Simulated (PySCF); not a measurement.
Ge, charge -1, quartet; HF/pcseg-1 (PySCF).

The PySCF input:
```python
from pyscf import gto, scf

mol = gto.M(
    atom='''
Ge    0.00000000    0.00000000    0.00000000
''',
    basis='pcseg-1',
    charge=-1,
    spin=3,
    verbose=4,
)

mf = scf.UHF(mol)
mf.kernel()
```

Output, abridged:

```
PySCF version 2.14.0

[INPUT] verbose = 4
[INPUT] num. atoms = 1
[INPUT] num. electrons = 33
[INPUT] charge = -1
[INPUT] spin (= nelec alpha-beta = 2S) = 3
[INPUT] symmetry False subgroup None
[INPUT] Mole.unit = angstrom
[INPUT] Symbol           X                Y                Z      unit          X                Y                Z       unit  Magmom
[INPUT]  1 Ge     0.000000000000   0.000000000000   0.000000000000 AA    0.000000000000   0.000000000000   0.000000000000 Bohr   0.0

nuclear repulsion = 0
number of shells = 3
number of NR pGTOs = 82
number of NR cGTOs = 27
basis = pcseg-1
ecp = {}

******** <class 'pyscf.scf.uhf.UHF'> ********
method = UHF
initial guess = minao
damping factor = 0
level_shift factor = 0
DIIS = <class 'pyscf.scf.diis.CDIIS'>
diis_start_cycle = 1
diis_space = 8
diis_damp = 0
SCF conv_tol = 1e-09
SCF conv_tol_grad = None
SCF max_cycles = 50
direct_scf = True
direct_scf_tol = 1e-13
number electrons alpha = 18  beta = 15
Set gradient conv threshold to 3.16228e-05
init E= -2074.12134372747

cycle= 1 E= -2075.06346298115  delta_E= -0.942  |g|= 0.07  |ddm|= 1.09
cycle= 2 E= -2075.06923083189  delta_E= -0.00577  |g|= 0.0194  |ddm|= 0.302
cycle= 3 E= -2075.06962961184  delta_E= -0.000399  |g|= 0.00363  |ddm|= 0.0704
cycle= 4 E= -2075.06964473906  delta_E= -1.51e-05  |g|= 0.000484  |ddm|= 0.0166
cycle= 5 E= -2075.06964512825  delta_E= -3.89e-07  |g|= 0.000119  |ddm|= 0.00223
cycle= 6 E= -2075.06964515853  delta_E= -3.03e-08  |g|= 3.32e-05  |ddm|= 0.000763
cycle= 7 E= -2075.06964516104  delta_E= -2.51e-09  |g|= 1.32e-06  |ddm|= 0.000296
cycle= 8 E= -2075.06964516104  delta_E=    0  |g|= 1.04e-07  |ddm|= 8.15e-06
Extra cycle  E= -2075.06964516104  delta_E= 1.82e-12  |g|= 2.27e-08  |ddm|= 2.14e-07
converged SCF energy = -2075.06964516104  <S^2> = 3.7521108  2S+1 = 4.0010553
```
